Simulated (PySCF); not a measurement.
## Electron correlation in Mn (manganese, neutral)

[Ar] 3d5 4s2, high-spin 6S determinant. All numbers are calculated (PySCF 2.14, the non-relativistic Hamiltonian (point nucleus), in 6-31G*). Frozen: [Ar]; 7 electrons correlated.

MP2 pair energies summed by pair of shells (mhartree):

```json
{"pair": "3d-3d", "energy": "-40.70", "share (%)": "57.5"}
{"pair": "4s-4s", "energy": "-15.32", "share (%)": "21.6"}
{"pair": "3d-4s", "energy": "-14.78", "share (%)": "20.9"}
```

Total MP2 correlation energy: -70.81 mhartree.

Same-spin part -46.85 and opposite-spin part -23.96 mhartree; SCS-MP2 scales them by 1/3 and 6/5 to -44.36 mhartree.
